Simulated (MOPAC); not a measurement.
MOPAC input (AM1):

```
AM1 PRECISE GNORM=0.05 LET XYZ CHARGE=-1 GEO-OK AUX(PRECISION=9) THREADS=1
C4H4N

C    -1.75773085 1   -0.10134345 1    0.05558461 1
C    -0.74252211 1   -1.22251470 1    0.05791304 1
C     0.56677545 1   -0.84964834 1    0.00782957 1
C     1.06008694 1    0.49517278 1   -0.04619186 1
N     1.44093606 1    1.59274886 1   -0.08962976 1
H    -1.37583168 1    0.93737169 1    0.01383326 1
H    -2.44356205 1   -0.23660060 1   -0.79067201 1
H    -2.39151303 1   -0.18586039 1    0.94776521 1
H     1.36469773 1   -1.59415053 1    0.00566966 1
```

Output:

```
 *******************************************************************************
 **                                                                           **
 **                              MOPAC v23.2.5                                **
 **                                                                           **
 *******************************************************************************
 ** MOPAC's Digital Object Identifier: https://doi.org/10.5281/zenodo.6511958 **
 **                                                                           **
 ** Please cite the open-source release paper for use of this MOPAC version:  **
 ** J. E. Moussa and J. J. P. Stewart (2026)                                  **
 ** MOPAC: An open-source semiempirical molecular orbital program             **
 ** J. Open Source Softw., 11(119), 8025, https://doi.org/10.21105/joss.08025 **
 *******************************************************************************

                              AM1 CALCULATION RESULTS

 *******************************************************************************
 *  AM1        - The AM1 Hamiltonian to be used
 *  GEO-OK     - OVERRIDE INTERATOMIC DISTANCE AND OTHER SAFETY CHECKS
 *
 *
 *
 *                 CHARGE ON SYSTEM = -1
 *
 *
 *
 *  LET        - OVERRIDE SOME SAFETY CHECKS
 *  PRECISE    - TIGHTER CRITERIA TO BE USED
 *  XYZ        - CARTESIAN COORDINATE SYSTEM TO BE USED
 *  GNORM      - EXIT WHEN GRADIENT NORM DROPS BELOW 0.050
 *  AUX        - OUTPUT AUXILIARY INFORMATION
 *******************************************************************************
AM1 PRECISE GNORM=0.05 LET XYZ CHARGE=-1 GEO-OK AUX(PRECISION=9) THREADS=1
 C4H4N

   ATOM   CHEMICAL          X               Y               Z
  NUMBER   SYMBOL      (ANGSTROMS)     (ANGSTROMS)     (ANGSTROMS)

     1       C         -1.75773085  *  -0.10134345  *   0.05558461  *
     2       C         -0.74252211  *  -1.22251470  *   0.05791304  *
     3       C          0.56677545  *  -0.84964834  *   0.00782957  *
     4       C          1.06008694  *   0.49517278  *  -0.04619186  *
     5       N          1.44093606  *   1.59274886  *  -0.08962976  *
     6       H         -1.37583168  *   0.93737169  *   0.01383326  *
     7       H         -2.44356205  *  -0.23660060  *  -0.79067201  *
     8       H         -2.39151303  *  -0.18586039  *   0.94776521  *
     9       H          1.36469773  *  -1.59415053  *   0.00566966  *

          CARTESIAN COORDINATES

    NO.       ATOM           X           Y           Z

     1         C         -1.7577     -0.1013      0.0556
     2         C         -0.7425     -1.2225      0.0579
     3         C          0.5668     -0.8496      0.0078
     4         C          1.0601      0.4952     -0.0462
     5         N          1.4409      1.5927     -0.0896
     6         H         -1.3758      0.9374      0.0138
     7         H         -2.4436     -0.2366     -0.7907
     8         H         -2.3915     -0.1859      0.9478
     9         H          1.3647     -1.5942      0.0057

  H: (AM1): M.J.S. DEWAR ET AL, J. AM. CHEM. SOC. 107 3902-3909 (1985)
  C: (AM1): M.J.S. DEWAR ET AL, J. AM. CHEM. SOC. 107 3902-3909 (1985)
  N: (AM1): M.J.S. DEWAR ET AL, J. AM. CHEM. SOC. 107 3902-3909 (1985)

           Empirical Formula: C4 H4 N  =     9 atoms

      MOLECULAR POINT GROUP   :   Cs

      RHF CALCULATION, NO. OF DOUBLY OCCUPIED LEVELS = 13

          Geometry optimization using EF

          DIAGONAL MATRIX USED AS START HESSIAN

 CYCLE:     1  GRAD.:    87.597 HEAT:  59.85223
 CYCLE:     2  GRAD.:   602.726 HEAT:  101.5758
 CYCLE:     3  GRAD.:   591.300 HEAT:  91.96173
 CYCLE:     4  GRAD.:   142.474 HEAT:  62.76458
 CYCLE:     5  GRAD.:   300.744 HEAT:  72.95880
 CYCLE:     6  GRAD.:   221.582 HEAT:  67.18920
 CYCLE:     7  GRAD.:   524.985 HEAT:  84.53195
 CYCLE:     8  GRAD.:   223.407 HEAT:  68.83349
 CYCLE:     9  GRAD.:   404.473 HEAT:  76.13859
 CYCLE:    10  GRAD.:   168.737 HEAT:  66.63508
 CYCLE:    11  GRAD.:   249.224 HEAT:  67.14243
 CYCLE:    12  GRAD.:   143.914 HEAT:  65.38032
 CYCLE:    13  GRAD.:   141.277 HEAT:  60.49827
 CYCLE:    14  GRAD.:    49.202 HEAT:  56.71008
 CYCLE:    15  GRAD.:    34.008 HEAT:  56.99418
 CYCLE:    16  GRAD.:    18.093 HEAT:  56.38236
 CYCLE:    17  GRAD.:     7.232 HEAT:  56.32102
 CYCLE:    18  GRAD.:     8.924 HEAT:  56.26818
 CYCLE:    19  GRAD.:     4.427 HEAT:  56.18854
 CYCLE:    20  GRAD.:    10.339 HEAT:  56.04929
 CYCLE:    21  GRAD.:     9.282 HEAT:  56.00207
 CYCLE:    22  GRAD.:    22.695 HEAT:  56.19206
 CYCLE:    23  GRAD.:     0.939 HEAT:  55.97767
 CYCLE:    24  GRAD.:     0.419 HEAT:  55.97735
 CYCLE:    25  GRAD.:     0.110 HEAT:  55.97727
 CYCLE:    26  GRAD.:     0.147 HEAT:  55.97725
 CYCLE:    27  GRAD.:     0.116 HEAT:  55.97724
 CYCLE:    28  GRAD.:     0.076 HEAT:  55.97724
 CYCLE:    29  GRAD.:     0.009 HEAT:  55.97724

     GRADIENT =  0.00913 IS LESS THAN CUTOFF =  0.05000

 -------------------------------------------------------------------------------
 AM1 PRECISE GNORM=0.05 LET XYZ CHARGE=-1 GEO-OK AUX(PRECISION=9) THREADS=1
 C4H4N

     GEOMETRY OPTIMISED USING EIGENVECTOR FOLLOWING (EF).
     SCF FIELD WAS ACHIEVED

                              AM1 CALCULATION
                                                       MOPAC v23.2.5 Linux

          FINAL HEAT OF FORMATION =         55.97724 KCAL/MOL =     234.20878 KJ/MOL

          COSMO AREA              =        114.22 SQUARE ANGSTROMS
          COSMO VOLUME            =         98.42 CUBIC ANGSTROMS

          GRADIENT NORM           =          0.00913          =       0.00304 PER ATOM
          IONIZATION POTENTIAL    =          2.217828 EV
          HOMO LUMO ENERGIES (EV) =         -2.218  6.412
          NO. OF FILLED LEVELS    =         13
          MOLECULAR WEIGHT        =         66.0823         POINT GROUP:  Cs

          MOLECULAR DIMENSIONS (Angstroms)

            Atom       Atom       Distance
            H     7    N     5     4.65727
            H     9    H     6     3.54052
            N     5    H     8     1.76991

          SCF CALCULATIONS        =         30

   ATOM   CHEMICAL          X               Y               Z
  NUMBER   SYMBOL      (ANGSTROMS)     (ANGSTROMS)     (ANGSTROMS)

     1       C         -1.87516311  *  -0.18648646  *   0.06159171  *
     2       C         -0.73882337  *  -1.08748152  *   0.05386590  *
     3       C          0.55441535  *  -0.78663873  *   0.00634515  *
     4       C          1.13655032  *   0.50821506  *  -0.04886413  *
     5       N          1.61752477  *   1.57446391  *  -0.09436485  *
     6       H         -1.63654976  *   0.91441439  *   0.02226554  *
     7       H         -2.53187279  *  -0.41253496  *  -0.81855682  *
     8       H         -2.47765312  *  -0.35964350  *   0.99113334  *
     9       H          1.31289685  *  -1.58807413  *   0.00698909  *

                             CARTESIAN COORDINATES

   1    C       -1.875163114    -0.186486458     0.061591715
   2    C       -0.738823373    -1.087481524     0.053865897
   3    C        0.554415355    -0.786638734     0.006345153
   4    C        1.136550322     0.508215056    -0.048864131
   5    N        1.617524765     1.574463909    -0.094364855
   6    H       -1.636549765     0.914414389     0.022265535
   7    H       -2.531872794    -0.412534962    -0.818556819
   8    H       -2.477653118    -0.359643496     0.991133344
   9    H        1.312896846    -1.588074128     0.006989086

           Empirical Formula: C4 H4 N  =     9 atoms

      MOLECULAR POINT GROUP   :   Cs

                  EIGENVALUES
 -31.55681 -28.34526 -23.38843 -15.81645 -11.72907  -9.69072  -9.28383  -8.69807
  -8.57790  -8.18656  -6.77529  -3.90967  -2.21783   6.41208   6.95697   8.12518
   8.99691   9.34334   9.47532   9.53069   9.91712  11.24300  12.11560  12.48273

              NET ATOMIC CHARGES AND DIPOLE CONTRIBUTIONS

  ATOM NO.   TYPE          CHARGE      No. of ELECS.   s-Pop       p-Pop
    1          C          -0.117428        4.1174     1.21049     2.90694
    2          C          -0.423568        4.4236     1.45497     2.96860
    3          C          -0.266889        4.2669     1.18652     3.08037
    4          C          -0.055327        4.0553     1.31423     2.74109
    5          N          -0.277812        5.2778     1.82250     3.45531
    6          H          -0.018532        1.0185     1.01853
    7          H           0.037041        0.9630     0.96296
    8          H           0.037042        0.9630     0.96296
    9          H           0.085472        0.9145     0.91453
 DIPOLE           X         Y         Z       TOTAL
 POINT-CHG.    -0.367     0.361     0.000     0.515
 HYBRID         0.132     1.102    -0.036     1.110
 SUM           -0.234     1.463    -0.036     1.482

          ATOMIC ORBITAL ELECTRON POPULATIONS

     Atom    s        px        py        pz
    1  C   1.21049   1.00951   0.93522   0.96221
    2  C   1.45497   0.88791   1.44349   0.63719
    3  C   1.18652   0.95122   0.82603   1.30312
    4  C   1.31423   0.90121   0.95374   0.88614
    5  N   1.82250   1.13365   1.12397   1.19769
    6  H   1.01853
    7  H   0.96296
    8  H   0.96296
    9  H   0.91453

 **********************
 *                    *
 * JOB ENDED NORMALLY *
 *                    *
 **********************

 == MOPAC DONE ==
```

The dipole moment of an ion depends on the origin.

The geometry given is a B3LYP-D3(BJ)/def2-TZVP minimum.
